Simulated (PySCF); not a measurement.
A geometry optimisation, step by step.

C3H3IO.
Numbering: `[CH2:1]=[CH:2][C:3](=[O:4])[I:5]` (hydrogens: H6, H7 on C1; H8 on C2)

Computed by this run: PySCF 2.14.0, PBE0-D3(BJ)/def2-SVP geometry optimisation, gas phase, def2 core potentials past Kr; density fitting, grid level 1; the optimiser is geomeTRIC in internal coordinates, started from a GFN2-xTB structure with every atom displaced at random (about 0.01 Å). The frame can shift and turn from step to step; on so coarse a grid that alone can change the energy by a few meV, and forces under 0.02 eV/Å are noise.

Step 0: E = -13297.5405 eV, largest atomic force 1.920 eV/Å
```
atom  x, y, z in Å  |  force x, y, z in eV/Å
C1     -1.283   -0.311    0.050   -1.479   1.129   0.472
C2     -0.174    0.391    0.175    0.392   0.474   0.162
C3      1.076   -0.209   -0.236    1.642  -0.604  -0.370
O4      1.330   -1.274   -0.694   -0.728   0.167   0.119
I5      2.781    1.131    0.102    0.155   0.314   0.086
H6     -1.312   -1.280   -0.361    0.163  -1.500  -0.579
H7     -2.242    0.131    0.337    0.003  -0.045   0.057
H8     -0.121    1.402    0.574   -0.147   0.066   0.052
```

Step 1: E = -13297.6353 eV, largest atomic force 0.571 eV/Å
```
atom  x, y, z in Å  |  force x, y, z in eV/Å
C1     -1.045   -0.141    0.041    0.088  -0.394  -0.097
C2      0.097    0.545    0.155    0.082   0.060   0.026
C3      1.357   -0.045   -0.352   -0.369   0.430   0.070
O4      1.474   -1.077   -0.906    0.214  -0.483  -0.173
I5      3.079    1.274   -0.035    0.076   0.024   0.038
H6     -1.050   -1.148   -0.405    0.000   0.265   0.077
H7     -1.988    0.265    0.402   -0.105   0.071   0.029
H8      0.145    1.539    0.600    0.015   0.028   0.031
```

Step 2: E = -13297.6377 eV, largest atomic force 0.236 eV/Å
```
atom  x, y, z in Å  |  force x, y, z in eV/Å
C1     -1.047   -0.146    0.049   -0.046  -0.042  -0.033
C2      0.094    0.544    0.144    0.021  -0.130  -0.133
C3      1.347   -0.045   -0.378    0.137   0.057   0.161
O4      1.518   -1.090   -0.904   -0.227   0.063  -0.003
I5      3.062    1.286   -0.014    0.067   0.066  -0.011
H6     -1.063   -1.139   -0.410    0.013   0.020   0.014
H7     -1.989    0.265    0.421    0.010  -0.008   0.012
H8      0.149    1.538    0.592    0.026  -0.026  -0.007
```

Step 3: E = -13297.6415 eV, largest atomic force 0.134 eV/Å
```
atom  x, y, z in Å  |  force x, y, z in eV/Å
C1     -1.045   -0.149    0.047   -0.033   0.003  -0.014
C2      0.093    0.546    0.146    0.011  -0.017  -0.071
C3      1.348   -0.038   -0.374    0.028  -0.032   0.127
O4      1.497   -1.087   -0.899   -0.044   0.050  -0.036
I5      3.075    1.283   -0.018    0.001   0.016  -0.023
H6     -1.055   -1.141   -0.413    0.011  -0.001   0.004
H7     -1.989    0.258    0.418    0.017  -0.007   0.009
H8      0.145    1.540    0.594    0.007  -0.011   0.004
```

Step 4: E = -13297.6421 eV, largest atomic force 0.088 eV/Å
```
atom  x, y, z in Å  |  force x, y, z in eV/Å
C1     -1.046   -0.149    0.043    0.018  -0.033  -0.004
C2      0.094    0.543    0.149   -0.002   0.013   0.031
C3      1.352   -0.041   -0.359   -0.042   0.048  -0.061
O4      1.496   -1.081   -0.902    0.020  -0.043   0.013
I5      3.072    1.292   -0.028    0.011   0.002   0.013
H6     -1.052   -1.142   -0.415   -0.003   0.006   0.001
H7     -1.990    0.257    0.413   -0.002   0.006  -0.005
H8      0.144    1.535    0.600    0.000   0.001   0.012
```

Step 5: E = -13297.6424 eV, largest atomic force 0.021 eV/Å
```
atom  x, y, z in Å  |  force x, y, z in eV/Å
C1     -1.043   -0.152    0.043   -0.016   0.010   0.008
C2      0.093    0.545    0.149    0.004  -0.020  -0.006
C3      1.350   -0.037   -0.363    0.008   0.011  -0.007
O4      1.495   -1.080   -0.900    0.003   0.005   0.004
I5      3.072    1.293   -0.026   -0.001   0.002   0.000
H6     -1.048   -1.144   -0.417    0.006   0.000  -0.003
H7     -1.989    0.251    0.413   -0.002  -0.002   0.001
H8      0.141    1.537    0.603   -0.002  -0.005   0.003
```

**Question.** Summarise the path.

**Answer.** The energy falls by 9.84 kJ/mol from step 0 to step 5; nine tenths of that is first reached at step 1. It falls at every step. The largest force goes from 1.920 to 0.021 eV/Å. Among the bonds C1–H6 changes most, from 1.053 to 1.094 Å; the atoms move by 0.034 Å rms after alignment.

What follows is the cost of the whole optimisation. Hardware: an Arm Neoverse V2 with one thread (shared host). Cost: 21 s wall, 0.40 GiB resident at most.
